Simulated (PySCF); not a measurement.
C5H10BNO.
InChI=1S/C5H10BNO/c1-2-3-4-5-7-6-8/h2,8H,1,3-4,6H2

Level of theory: TDDFT CAM-B3LYP/def2-SVPD, vertical, gas phase, core orbitals frozen in the response in PySCF. Isolated species at its GFN2-xTB geometry (one conformer only). Torsions of this conformer, `[CH2:1]=[CH:2][CH2:3][CH2:4][C:5]#[N+:6][BH2-:7][OH:8]`: C1–C2–C3–C4 -119°, C2–C3–C4–C5 -178°, C5–N6–B7–O8 -19°, H–O8–B7–N6 -90°.

Problem. List the vertical singlet excitations with oscillator strengths and describe the spectrum.

Solution. 

```csv
state,E (eV),λ (nm),f,"main configurations (H = HOMO, L = LUMO)"
S1,5.74,215.8,0.0023,"H→L (70%), H→L+3 (9%), H→L+2 (9%)"
S2,6.16,201.3,0.0094,"H-1→L (57%), H→L+2 (10%)"
S3,6.44,192.4,0.195,"H→L+2 (35%), H→L+1 (15%), H→L+3 (15%)"
S4,6.47,191.6,0.0061,"H-1→L+2 (45%), H-1→L+3 (21%), H-1→L+1 (16%)"
S5,6.79,182.7,0.0048,"H→L+1 (28%), H→L+2 (19%), H→L+5 (14%)"
S6,6.91,179.3,0.054,"H-1→L+2 (19%), H-1→L+1 (16%), H-1→L+5 (14%)"
S7,7.41,167.3,0.176,H-2→L (65%)
S8,7.52,164.9,0.0052,"H-3→L+2 (24%), H-2→L+2 (16%)"
```

Triplets, Tamm–Dancoff:

| state | E (eV) | λ (nm) | main configurations (H = HOMO, L = LUMO) |
| --- | --- | --- | --- |
| T1 | 4.50 | 275.5 | H-2→L+1 (49%), H-2→L (22%), H-2→L+3 (20%) |
| T2 | 5.49 | 225.6 | H→L+2 (41%), H→L+1 (15%), H→L (15%) |
| T3 | 5.61 | 221.2 | H→L (54%), H→L+3 (23%) |

The lowest singlet comes at 216 nm (554 kJ/mol) in the ultraviolet; it is very weak; its leading configuration is HOMO→LUMO (70%). The most intense listed level is S3 at 6.44 eV (192 nm, f = 0.195), 0.70 eV above S1. Löwdin shares by element: HOMO hydrogen 34% or more, boron 30%, oxygen 23%; LUMO carbon 44% or more, nitrogen 22% (atoms not listed hold the other 33%). Orbital energies (eV): HOMO-3 -10.64, HOMO-2 -9.77, HOMO-1 -8.90, HOMO -8.62, LUMO 0.40, LUMO+1 0.51, LUMO+2 0.73. The listed states span 1.77 eV, and the widest gap between neighbours is 0.50 eV (S6 to S7). Of the 8 states listed, 3 reach f = 0.01 and none stays under 0.0005. Singlets were solved by full linear response, triplets in the Tamm–Dancoff approximation.
